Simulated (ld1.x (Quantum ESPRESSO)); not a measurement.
**What one change does to a pseudopotential (bismuth, TM)**

* Element: bismuth
* Generator: ld1.x (Quantum ESPRESSO) 7.5
* Type: norm-conserving Troullier–Martins (Kleinman–Bylander form)
* Functional: PBE
* Relativity: scalar-relativistic
* Frozen core: [Xe] 4f14 5d10
* Valence charge: 5
* Reference configuration: 6s1 6p4
* Partial waves: 6s (bound): rc 1.80 bohr; 6p (bound): rc 2.65 bohr; 6d channel at 0.45 Ry: rc 2.70 bohr
* Local potential: all-electron potential smoothed inside 1.75 bohr (lloc = -1)
* Core correction: Bessel-smoothed model core, default radius (core density twice the valence density)

All-electron outer shells of the reference configuration (PBE, scalar-relativistic, ld1.x):

```json
{"shell": "5p", "level (eV)": "-97.60", "outermost node (bohr)": "0.48", "outermost maximum (bohr)": "0.86"}
{"shell": "5d", "level (eV)": "-28.70", "outermost node (bohr)": "0.51", "outermost maximum (bohr)": "1.03"}
{"shell": "6s", "level (eV)": "-15.50", "outermost node (bohr)": "0.98", "outermost maximum (bohr)": "1.86"}
{"shell": "6p", "level (eV)": "-5.24", "outermost node (bohr)": "1.14", "outermost maximum (bohr)": "2.41"}
```

Change: local potential the s channel.

Cutoffs: the cutoffs (Ry, on a coarse ladder) from which the occupation-weighted sum of valence levels, in a spherical-Bessel basis at the reference potential, stays within 10 and 1 mRy of its value at 400 Ry; they do not see the model core or the augmentation charge, which bear on the density cutoff. Errors are all-electron minus pseudo energies relative to the spin-unpolarised reference configuration.

Question: How do hardness, ghosts and transferability respond?

Answer: The potential gets neither clearly harder nor softer (21 Ry and 35 Ry → 21 Ry and 40 Ry); the bound ghost in s disappears; of the 7 tests that both files solve, the error grows in 4 and shrinks in 0 by more than 15 % and 0.3 meV (median size 19.7 → 28.4 meV); the range in which the p phases agree widens (upper end 0.1 → 2.4). In the separable form a ghost depends on how the local part lies against the semilocal potential of the channel, so the choice of the local part can create or remove one.

```tsv
quantity	base	changed
cutoff, loose	21 Ry	21 Ry
cutoff, tight	35 Ry	40 Ry
loose cutoff by channel (10 mRy a level)	s 21 Ry, p 6 Ry	p 8 Ry, s 21 Ry
bound ghosts	s	none
error for 6s2 6p3, meV [ΔE -10.08 eV]	-18	-26
error for 6s2 6p2, meV [ΔE -2.17 eV]	-20	-19
error for 6s2 6p1, meV [ΔE 13.08 eV]	-32	-42
error for 6s2 6p0, meV [ΔE 36.42 eV]	-164	-161
error for 6s1 6p3, meV [ΔE 8.65 eV]	+2.3	-11
error for 6s1 6p0, meV [ΔE 81.83 eV]	-614	-603
error for 6s2 6p3.3, meV [ΔE -11.18 eV]	-15	-28
s: phases at 2.97 bohr within 0.05 rad from the reference energy up to (Ry; the scan ends near 5)	1.7	1.4
p: phases at 2.97 bohr within 0.05 rad from the reference energy up to (Ry; the scan ends near 5)	0.1	2.4
d: phases at 2.97 bohr within 0.05 rad from the reference energy up to (Ry; the scan ends near 5)	0.7	0.9
```

 A true bound ghost makes a file unfit for plane-wave use even where its test errors are small: the radial tests pick states by their node count and pass the ghost by.
